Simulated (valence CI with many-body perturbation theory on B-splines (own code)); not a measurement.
Cu XXIV: electric-dipole lines

Method: relativistic CI+MBPT: four valence electrons over a frozen Dirac-Fock core [He], radial functions for each j: 11 s, 11 p, 9 d, 7 f, 5 g, 2 h, 1 i, with the one-electron correlation potential Σ1, the two-electron term Σ2, the three-electron term Σ3, Breit, model QED; selected CI, second order for the rest (own B-spline code, finite nucleus).

No measured spectrum was set against this ion. As an estimate, levels of excited configurations hold to 0.05 to 0.15 % of their energy, terms of the ground configuration to about 0.5 %. Among the levels kept, up to 280 cm⁻¹ of a level comes from second order outside the variational space, and about a tenth of that is noise between levels of different J, which matters for small intervals.

Lines 101 to 150 of 263 in falling wavelength, among levels below 1391.7 eV, chosen from the strongest by gf and those to the six lowest levels. Wavelengths and rates use the calculated energies, so an error of 700 cm⁻¹ moves a line at 1.028 nm by 0.0072 % and its rate by three times that or more. Electric multipoles are in the length gauge, E1 and E2 with the static RPA response of the core. Weak lines are less certain than strong ones. Lines between different terms over intervals too small for the method are left out, as are lines whose strength nearly cancels. The highest levels of a list are the least certain.

Names give the largest LS component (configuration and term), which can be under half, so a name can repeat, a term be missing and a line seem to break the LS rules; names also repeat where a configuration has a term twice. Letters in brackets count levels of one name in rising energy.

| λ vac (nm) | Upper | Lower | A (s⁻¹) | S (a.u.) |
| --- | --- | --- | --- | --- |
| 1.028 | 2s2 2p 3s 1P°_1 | 2s2 2p2 1D_2 | 3.55e+12 | 5.71e-03 |
| 1.026 | 2s 2p2 3d 3P_1 | 2s 2p3 3S°_1 | 2.25e+12 | 3.59e-03 |
| 1.026 | 2s 2p2 3s 5P_1 | 2s 2p3 5S°_2 | 2.40e+12 | 3.83e-03 |
| 1.025 | 2s 2p2 3s 1P_1 | 2s 2p3 1D°_2 | 4.09e+12 | 6.53e-03 |
| 1.025 | 2s2 2p 3s 3P°_0 | 2s2 2p2 3P_1 | 3.41e+12 | 1.81e-03 |
| 1.024 | 2s2 2p 3s 3P°_1 | 2s2 2p2 3P_1 | 6.07e+11 | 9.64e-04 |
| 1.016 | 2s 2p2 3s 5P_2 | 2s 2p3 5S°_2 | 2.46e+12 | 6.38e-03 |
| 1.016 | 2s 2p2 3s 3D_3 | 2s 2p3 3D°_3 | 3.14e+12 | 1.14e-02 |
| 1.013 | 2s 2p2 3s 3D_2 | 2s 2p3 3D°_1 | 1.47e+12 | 3.77e-03 |
| 1.012 | 2s 2p2 3d 3F_2 [b] | 2s 2p3 3P°_1 | 3.37e+12 | 8.62e-03 |
| 1.011 | 2s2 2p 3s 3P°_2 | 2s2 2p2 3P_2 | 1.80e+12 | 4.60e-03 |
| 1.011 | 2s 2p2 3s 3D_3 | 2s 2p3 3D°_2 | 1.67e+12 | 5.94e-03 |
| 1.010 | 2s2 2p 3s 3P°_1 | 2s2 2p2 3P_0 | 1.18e+12 | 1.79e-03 |
| 1.009 | 2s 2p2 3s 5P_3 | 2s 2p3 5S°_2 | 2.80e+12 | 9.92e-03 |
| 1.008 | 2s2 2p 3s 1P°_1 | 2s2 2p2 3P_2 | 3.33e+11 | 5.06e-04 |
| 1.007 | 2s2 2p 3d 3D°_1 | 2s2 2p2 1S_0 | 2.02e+11 | 3.06e-04 |
| 1.006 | 2s 2p2 3d 3P_1 | 2s 2p3 3P°_0 | 8.81e+12 | 1.33e-02 |
| 1.005 | 2s2 2p 3s 3P°_2 | 2s2 2p2 3P_1 | 1.02e+12 | 2.56e-03 |
| 1.005 | 2s 2p2 3s 3P_2 [b] | 2s 2p3 3P°_2 | 1.83e+12 | 4.59e-03 |
| 1.004 | 2s 2p2 3s 3S_1 | 2s 2p3 3P°_1 | 2.39e+12 | 3.58e-03 |
| 1.003 | 2s2 2p 3s 1P°_1 | 2s2 2p2 3P_1 | 2.20e+11 | 3.29e-04 |
| 1.003 | 2s 2p2 3d 3P_0 | 2s 2p3 3P°_1 | 1.14e+13 | 5.69e-03 |
| 1.002 | 2s 2p2 3d 3D_2 | 2s 2p3 3P°_2 | 6.56e+12 | 1.63e-02 |
| 1.002 | 2s 2p2 3d 3D_1 | 2s 2p3 3P°_2 | 3.57e+12 | 5.31e-03 |
| 1.001 | 2s 2p2 3d 3D_3 | 2s 2p3 3P°_2 | 4.42e+12 | 1.53e-02 |
| 0.9994 | 2s2 2p 3d 3F°_2 | 2s2 2p2 1D_2 | 7.55e+11 | 1.86e-03 |
| 0.9985 | 2s 2p2 3d 3D_2 | 2s 2p3 3P°_1 | 3.73e+12 | 9.16e-03 |
| 0.9985 | 2s 2p2 3d 3D_1 | 2s 2p3 3P°_1 | 1.02e+13 | 1.50e-02 |
| 0.9980 | 2s 2p2 3d 3P_2 | 2s 2p3 3D°_1 | 4.70e+12 | 1.15e-02 |
| 0.9968 | 2s 2p2 3d 3D_1 | 2s 2p3 3P°_0 | 4.58e+12 | 6.72e-03 |
| 0.9966 | 2s 2p2 3d 3F_2 [a] | 2s 2p3 3D°_1 | 9.24e+12 | 2.26e-02 |
| 0.9942 | 2s2 2p 3d 3F°_3 | 2s2 2p2 1D_2 | 2.35e+11 | 7.97e-04 |
| 0.9939 | 2s2 2p 3d 3P°_2 [a] | 2s2 2p2 1D_2 | 1.04e+12 | 2.53e-03 |
| 0.9927 | 2s 2p2 3d 3F_3 | 2s 2p3 3D°_3 | 2.03e+12 | 6.86e-03 |
| 0.9921 | 2s 2p2 3d 3F_2 [b] | 2s 2p3 3D°_2 | 7.50e+12 | 1.81e-02 |
| 0.9911 | 2s 2p2 3d 3F_2 [b] | 2s 2p3 3D°_1 | 1.58e+12 | 3.79e-03 |
| 0.9901 | 2s 2p2 3d 5P_3 | 2s 2p3 3D°_2 | 4.25e+12 | 1.42e-02 |
| 0.9893 | 2s2 2p 3d 3P°_1 | 2s2 2p2 1S_0 | 2.90e+11 | 4.16e-04 |
| 0.9878 | 2s 2p2 3d 3F_3 | 2s 2p3 3D°_2 | 1.11e+13 | 3.68e-02 |
| 0.9876 | 2s 2p2 3d 3P_1 | 2s 2p3 3D°_1 | 3.36e+12 | 4.79e-03 |
| 0.9858 | 2s 2p2 3d 3F_4 | 2s 2p3 3D°_3 | 1.85e+13 | 7.86e-02 |
| 0.9841 | 2s 2p2 3d 3D_2 | 2s 2p3 3D°_3 | 2.88e+12 | 6.78e-03 |
| 0.9838 | 2s 2p2 3p 3S°_1 | 2s2 2p2 1S_0 | 3.53e+12 | 4.98e-03 |
| 0.9835 | 2s 2p2 3d 3D_3 | 2s 2p3 3D°_3 | 8.67e+12 | 2.85e-02 |
| 0.9825 | 2s2 2p 3d 1P°_1 | 2s2 2p2 1S_0 | 2.46e+13 | 3.46e-02 |
| 0.9813 | 2s2 2p 3d 3F°_2 | 2s2 2p2 3P_2 | 3.16e+12 | 7.36e-03 |
| 0.9802 | 2s 2p2 3p 3D°_1 [a] | 2s2 2p2 1S_0 | 2.28e+12 | 3.18e-03 |
| 0.9794 | 2s2 2p 3d 1D°_2 | 2s2 2p2 1D_2 | 3.40e+12 | 7.87e-03 |
| 0.9787 | 2s 2p2 3d 3D_3 | 2s 2p3 3D°_2 | 1.18e+13 | 3.83e-02 |
| 0.9784 | 2s 2p2 3s 3D_3 | 2s 2p3 5S°_2 | 5.71e+10 | 1.85e-04 |
